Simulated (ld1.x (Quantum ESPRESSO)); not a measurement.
Before and after: ultrasoft potential for S

* Element: S (Z = 16)
* Generator: ld1.x (Quantum ESPRESSO) 7.5
* Type: ultrasoft
* Functional: PBE
* Relativity: non-relativistic
* Frozen core: [Ne]
* Valence charge: 6
* Reference configuration: 3s2 3p2 (charge +2)
* Partial waves: 3s (bound): rcut 1.30, rcutus 1.55 bohr; 3s channel at -0.7 Ry: rcut 1.30, rcutus 1.55 bohr; 3p (bound): rcut 1.20, rcutus 1.60 bohr; 3p channel at 2.05 Ry: rcut 1.20, rcutus 1.60 bohr
* Local potential: all-electron potential smoothed inside 1.40 bohr (lloc = -2)
* Core correction: none
* Augmentation charge: PSQ, radius 1.30 bohr

Change: waves 3p (bound): rcut 1.04, rcutus 1.10 bohr; 3p channel at 2.05 Ry: rcut 1.04, rcutus 1.10 bohr.

Cutoffs: the cutoffs (Ry, on a coarse ladder) from which the occupation-weighted sum of valence levels, in a spherical-Bessel basis at the reference potential, stays within 10 and 1 mRy of its value at 400 Ry; they do not see the model core or the augmentation charge, which bear on the density cutoff. Errors are all-electron minus pseudo energies relative to the spin-unpolarised reference configuration.

Problem. What does the change do?

Solution. The potential gets harder (18 Ry and 30 Ry → 40 Ry and 50 Ry); a bound ghost appears in p, which as a rule spoils a file; of the 7 tests that both files solve, the error grows in 5 and shrinks in 1 by more than 15 % and 0.3 meV (median size 1.1 → 1.4 meV). A smaller radius makes the pseudo-wave follow the all-electron one further in, where it bends more sharply, so more plane waves are needed.

| quantity | base | changed |
| --- | --- | --- |
| cutoff, loose | 18 Ry | 40 Ry |
| cutoff, tight | 30 Ry | 50 Ry |
| loose cutoff by channel (10 mRy a level) | s 6 Ry, p 15 Ry | s 6 Ry, p 40 Ry |
| bound ghosts | none | p |
| error for 3s2 3p4, meV [ΔE -34.08 eV] | +0.8 | +1.3 |
| error for 3s2 3p3, meV [ΔE -22.30 eV] | +0.9 | +1.1 |
| error for 3s2 3p1, meV [ΔE 34.05 eV] | +5.1 | +6.2 |
| error for 3s2 3p3.5, meV [ΔE -29.41 eV] | +1.1 | +1.5 |
| error for 3s2 3p4.3, meV [ΔE -35.79 eV] | +0.3 | +0.9 |
| error for 3s2 3p0, meV [ΔE 80.85 eV] | +41 | +51 |
| error for 3s1 3p5, meV [ΔE -23.90 eV] | +2.4 | +1.4 |
| lowest overlap eigenvalue by channel | s 0.45, p 0.75 | s 0.45, p 0.78 |

 A true bound ghost makes a file unfit for plane-wave use even where its test errors are small: the radial tests pick states by their node count and pass the ghost by.
